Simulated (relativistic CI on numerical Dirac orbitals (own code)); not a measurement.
## Sm53+: sensitivity of the levels to the model

Base calculation: Dirac-Coulomb-Breit CI, KLI orbitals optimised for each configuration, a model potential for QED, unscaled Slater integrals.

Configuration list (outside the closed core 1s2): 2s²2p⁵, 2s2p⁶, 2p⁶3s, 2p⁶3p, 2p⁶3d, 2s²2p⁴3s, 2s²2p⁴3p, 2s²2p⁴3d, 2s2p⁵3s, 2s2p⁵3p, 2s2p⁵3d, 2s²2p⁴4s, 2s²2p⁴4p, 2s²2p⁴4d, 2s²2p⁴4f, 2s2p⁵4s, 2s²2p³3s², 2s2p⁵4p, 2s2p⁵4d, 2s2p⁵4f, 2s²2p³3s3p, 2s²2p⁴5s, 2s²2p⁴5p, 2s²2p⁴5d, 2s²2p³3s3d, 2s²2p⁴5f, 2s²2p⁴5g, 2s²2p³3p², 2s²2p³3p3d, 2s2p⁴3s², 2s²2p³3d², 2s2p⁴3s3p, 2s2p⁴3s3d, 2s2p⁴3p², 2s2p⁵5s, 2s2p⁵5p. Levels of other configurations are missing.

Variants: (1) QED terms removed. Shifts of the energy above 2s²2p⁵ ²P°3/2, in eV, for the lowest level and the first level of each name with at least 55 % of one term (blank where a level changes its place among those of its configuration and J or its character, or is not in the variant):

```
          Level     Base   Δ(1)
  2s²2p⁵ ²P°3/2     0.00   0.00
  2s²2p⁵ ²P°1/2   621.66  -0.89
    2s2p⁶ ²S1/2   991.53  +8.81
 2s²2p⁴3s ⁴P5/2  5826.69  -1.66
 2s²2p⁴3s ²P3/2  5835.55  -1.67
 2s²2p⁴3s ²S1/2  5877.01  -1.64
2s²2p⁴3p ²P°1/2  5978.88  +1.05
2s²2p⁴3p ⁴D°7/2  6103.78  +0.78
 2s²2p⁴3d ⁴F9/2  6263.19  +1.07
 2s²2p⁴3d ²D3/2  6269.19  +1.19
 2s²2p⁴3d ²P1/2  6274.57  +1.07
 2s²2p⁴3s ⁴P3/2  6449.09  -2.54
 2s²2p⁴3s ²P1/2  6456.80  -2.56
 2s²2p⁴3s ²D5/2  6468.50  -2.54
```

At this charge energies of transitions that change n are usually good to better than 1 %, and those within a shell (Δn = 0) to a few per cent.

Ionisation energy from the two ground configurations alone: base 10761.6 eV. The NIST ASD value (theoretical) is 10762 eV.

LS names give the leading component of a level, which can be under half, so a name can repeat, a term be missing and a line seem to break the LS rules.
